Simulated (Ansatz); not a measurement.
Input file for Ansatz (a program for electronic structure): R-SVWN5/def2-TZVPP on CH6SSi (SMILES C[SiH2]S), a point of a torsion scan.

Ansatz 0.2 input:
```yaml
crystal:
  periodic: [false, false, false]
  atoms:
    - {symbol: C, position_ang: [-1.04810446, 0.54355176, 0.10004919]}
    - {symbol: Si, position_ang: [0.23983562, -0.83005405, -0.08242435]}
    - {symbol: S, position_ang: [2.13102669, -0.10382051, 0.67800319]}
    - {symbol: H, position_ang: [-2.02759032, 0.20449394, -0.22361489]}
    - {symbol: H, position_ang: [-0.78487880, 1.41731259, -0.49128188]}
    - {symbol: H, position_ang: [-1.13134691, 0.86393429, 1.13571605]}
    - {symbol: H, position_ang: [-0.08989713, -2.00612928, 0.71445596]}
    - {symbol: H, position_ang: [0.48563696, -1.17669556, -1.47841786]}
    - {symbol: H, position_ang: [2.81914394, -0.23821787, -0.44298364]}
basis:
  gaussian:
    orbitals: def2-TZVPP
hamiltonian:
  xc: {name: SVWN5}
scf: {lower_state_search: off}
```

Q: What total energy does the run end on?

A: -726.5323 hartree.
